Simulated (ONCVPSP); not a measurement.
**Pseudopotential generation for neodymium (Nd): ONCV, PBE, scalar-relativistic.**

ONCVPSP 4.0.1 input, shortened (lines: element, Z, core and valence counts, functional; n l f; lmax; l rc ep ncon nbas qcut; lloc lpopt rc5 dvloc0; l nproj debl; icmod fcfact rcfact), PBE, scalar-relativistic:

```
  Nd 60.00   10    4        4      upf
    1    0    2.00
    2    0    2.00
    2    1    6.00
    3    0    2.00
    3    1    6.00
    3    2   10.00
    4    0    2.00
    4    1    6.00
    4    2   10.00
    4    3    3.00
    5    0    2.00
    5    1    6.00
    5    2    1.00
    6    0    2.00
    3
    0    2.75    0.00    4    8    4.60
    1    2.25    0.00    5   10    6.80
    2    3.85    0.00    4    9    4.30
    3    3.90    0.09    4    9    2.90
    4    5    2.15    3.00
    0    2    0.60
    1    2    1.20
    2    1    3.60
    3    2    2.50
    3    6.00    1.65
```

* Cutoffs needed: 15 Ha and 18 Ha (the cutoffs (Ha) at which the residual kinetic energy of the hardest occupied pseudo-wave falls to 1 and 0.1 mHa per electron)
* Ghost test: no bound ghost flagged; no localised positive-energy state flagged
* Largest excitation error: -117 meV (all-electron minus pseudo) for 5s2 5p6 5d0 6s0, out of 4 test configurations
* rms error of d²Exc/dni dnj: 4.65 mHa without and 3.93 mHa with the model core
